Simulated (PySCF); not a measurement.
## Telling isomers of C6H12O3Si apart by NMR

- shielding tensors at PBE0/pcSseg-1 (GIAO)
- geometry: GFN2-xTB
- code: PySCF
- equivalent nuclei averaged, isolated molecule, one computed conformer, no relativistic terms

Scale: ¹H (σref 31.72) and ¹³C (σref 186.93) against TMS (reference shieldings calculated alike). Where no couplings were computed, multiplicities follow the n + 1 count of equivalent neighbours, and m marks all less simple cases (inequivalent or close neighbours, rings, F or P nearby). Shifts are as computed. Against solution values, carbons near 30 ppm lie about +3 ppm off and those near 130 ppm about +5 ppm. Of 1211 compounds with measured shifts, 218 miss one by over three times the rms of a fit or turn the order of signals round; such compounds aren't used in these exercises.

(1) Tabulate the signals of `C[Si](C)(C)O[C@H]1OCC1=O`, `C[C@H](O[SiH3])C(=O)OC1CC1` and their relative energies.

(2) What is the quickest way to tell C[Si](C)(C)O[C@H]1OCC1=O from C[C@H](O[SiH3])C(=O)OC1CC1?

Answers

(1) 
| SMILES | carbon types | δC | δH | E rel. (kcal/mol) |
| --- | --- | --- | --- | --- |
| C[Si](C)(C)O[C@H]1OCC1=O | 1×C 1×CH 1×CH2 3×CH3 | 216.6, 117.3, 85.5, 1.9 | 6.36 (s, 1H), 5.20 (m, 1H), 5.12 (m, 1H), 0.20 (s, 9H) | 0.0 |
| C[C@H](O[SiH3])C(=O)OC1CC1 | 1×C 2×CH 2×CH2 1×CH3 | 185.3, 70.8, 51.1, 23.5, 7.8, 7.0 | 5.29 (m, 1H), 5.03 (s, 3H), 4.46 (q, 1H), 1.36 (d, 3H), 0.96 (m, 1H), 0.82 (m, 1H), 0.75 (m, 1H), 0.73 (m, 1H) | 19.4 |

Energies are electronic energies at PBE0/pcSseg-1 on these geometries, without zero-point or thermal terms, each for the one conformer computed, which needn't be the lowest.

(2) Count the carbon signals: 4 against 6. The first has an sp3 CH2 bonded to O, α to a carbonyl at 85.5 ppm, the second a three-membered-ring carbon (CH) at 51.1 ppm. Their most deshielded carbons lie at 216.6 and 185.3 ppm. In the proton spectra the most deshielded non-exchanging signals are 6.36 (s, 1H) and 5.29 (m, 1H).
